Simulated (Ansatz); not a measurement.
Abridged output of a molecular run in Ansatz:

```
Functional definition: HF
1156 factors; integrals over basis functions are off by at most 1.4e-3 eV
mean field evaluation 1: about -19109.7034 eV, gradient 3.7e1 eV
mean field evaluation 2: about -19109.7087 eV, gradient 3.7e1 eV
mean field evaluation 4: about -19113.0505 eV, gradient 4.0e0 eV
mean field evaluation 8: about -19113.1038 eV, gradient 3.2e-4 eV
mean field -19113.10381930 eV, -702.3936100322 hartree, gradient 1.9e-6 eV, S^2 0.000000; 0 other end points of the search recorded, 0 dependent functions left out
13 core orbitals not correlated: weight in the atoms' cores, before any rotation towards them, 1.000 or more for the frozen orbitals, at most 0.000 for the correlated occupied ones
reference -19113.10381930 eV, -702.3936100322 hartree; 15, 15 occupied and 90, 90 virtual orbitals, 1156 factors
second order -17.84621141 eV of doubles, -0.00000000 eV of singles
cycle   1  -18.86498291 eV  change    -1.0e0 eV  update   1.0e-1
cycle   2  -19.43469592 eV  change   -5.7e-1 eV  update   3.2e-2
cycle   3  -19.55802106 eV  change   -1.2e-1 eV  update   1.6e-2
cycle   4  -19.55195787 eV  change    6.1e-3 eV  update   4.0e-3
cycle   5  -19.55116378 eV  change    7.9e-4 eV  update   1.8e-3
cycle   6  -19.55142982 eV  change   -2.7e-4 eV  update   5.7e-4
cycle   7  -19.55112820 eV  change    3.0e-4 eV  update   2.4e-4
cycle   8  -19.55101807 eV  change    1.1e-4 eV  update   8.9e-5
cycle   9  -19.55103699 eV  change   -1.9e-5 eV  update   4.1e-5
cycle  10  -19.55104735 eV  change   -1.0e-5 eV  update   1.9e-5
perturbative correction -0.49819268 eV, -0.0183082431 hartree
Total energy: -19133.15305932 eV, -703.1304060132 hartree
```

Its atoms:

Cartesian coordinates in Å:
```
N -0.607 0.471 -2.490
C -0.732 0.427 -1.078
O -0.316 -0.818 -0.525
Si -0.128 -1.047 1.105
Al 1.524 0.478 2.132
H 0.353 0.334 -2.776
H -1.172 -0.246 -2.927
H -0.127 1.237 -0.647
H -1.781 0.602 -0.811
H 0.290 -2.469 1.254
H -1.448 -0.913 1.803
H 1.905 0.319 3.669
H 2.240 1.625 1.292
```

Which basis set was used?
A. def2-TZVPPD
B. def2-SVPD
C. cc-pV(Q+d)Z
D. def2-SVP

D. It gives 118 functions.

Write the keys of the input that set method, charge and spin (a neutral closed shell needs none for the last two).


```yaml
correlation: {method: ccsd_t}
```
